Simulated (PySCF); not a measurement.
Two species compared at the same levels of theory.

First species: C4H6N2.
SMILES: `[H]/N=C(\C=C)N=C`

Second species: C5H7FO2Si.
SMILES: `O=C(O)[C@@H]1C=C(F)C[SiH2]1`

Levels: wB97X-D/def2-SVPD for HOMO energy, LUMO energy, HOMO–LUMO gap and static isotropic polarisability; TDDFT wB97X-D/def2-SVPD for lowest singlet excitation; TDA wB97X-D/def2-SVPD for lowest triplet excitation (Tamm–Dancoff). Geometries: GFN2-xTB. All species are isolated and taken at one optimised geometry, non-relativistic unless stated. Electronic properties by PySCF.

The conformers computed, where there is a choice (atom-mapped SMILES and torsion angles):
- `[H]/[N:4]=[C:3](\[CH:2]=[CH2:1])[N:5]=[CH2:6]`: C1–C2–C3–N4 -169°, C2–C3–N5–C6 130°

The conformers of `O=C(O)[C@@H]1C=C(F)C[SiH2]1` aren't listed.

Values for the first species:

```
HOMO energy                              : -9.27 eV
LUMO energy                              : 0.36 eV
HOMO–LUMO gap                            : 9.63 eV
Lowest singlet excitation                : 4.57 eV
Lowest triplet excitation (Tamm–Dancoff) : 3.64 eV
Static isotropic polarisability          : 65.7 au
```

(1) Estimate the same properties for the second species, and the change in each.

## Answers

(1) 
```json
{"property": "HOMO energy", "first": "-9.27 eV", "second": "-9.15 eV", "second less first": "+0.12 eV"}
{"property": "LUMO energy", "first": "0.36 eV", "second": "1.46 eV", "second less first": "+1.10 eV"}
{"property": "HOMO–LUMO gap", "first": "9.63 eV", "second": "10.61 eV", "second less first": "+0.98 eV"}
{"property": "lowest singlet excitation", "first": "4.57 eV", "second": "5.74 eV", "second less first": "+1.17 eV"}
{"property": "lowest triplet excitation (Tamm–Dancoff)", "first": "3.64 eV", "second": "4.55 eV", "second less first": "+0.91 eV"}
{"property": "static isotropic polarisability", "first": "65.7 au", "second": "87.4 au", "second less first": "+21.7 au"}
```

On the first: S1 lies 5.06 eV below the HOMO–LUMO gap; its leading configuration is HOMO→LUMO, weight 0.49. The polarisability is 9.73 Å³ as a volume (1 au = 0.148185 Å³), or 1.49 au for each of the 44 electrons.

On the second: In wavenumbers S1 is 46300 cm⁻¹ (1 eV = 8065.54 cm⁻¹). The polarisability is 12.94 Å³ as a volume (1 au = 0.148185 Å³), or 1.15 au for each of the 76 electrons.
